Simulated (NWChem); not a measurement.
A series in which one site is exchanged, each optimised at PBE0/def2-SVP with NWChem, gas phase unless a solvent is named. All stand in one matching conformer (torsions within 35°), which need not be the lowest. Some are not confirmed as minima by frequencies. def2 effective core potentials on In; no spin-orbit coupling.

A: [In]([SH])([SH])[SH] (InH3S3; site = In)
B: SB(S)S (BH3S3; site = B)
C: [SH][Al]([SH])[SH] (AlH₃S₃; site = Al)
D: [Ga]([SH])([SH])[SH] (GaH$_{3}$S$_{3}$; site = Ga)

Values for A:

- dipole (D), PBE0/def2-SVP = 1.74
- orbital gap (eV), PBE0/def2-SVP = 5.71
- static polarisability, B3LYP/def2-SVPD (bohr³) = 109.0
- lowest singlet excitation, B3LYP/def2-SVPD, TDA (eV) = 4.07

Problem. How do these values change for the other members?

Solution. 
```csv
change from A,B,C,D
"dipole (D), PBE0/def2-SVP",+0.17,+0.13,+0.12
"orbital gap (eV), PBE0/def2-SVP",+1.30,+1.31,+1.08
"static polarisability, B3LYP/def2-SVPD (bohr³)",-29.5,-16.7,-12.5
"lowest singlet excitation, B3LYP/def2-SVPD, TDA (eV)",+1.24,+1.28,+0.87
```
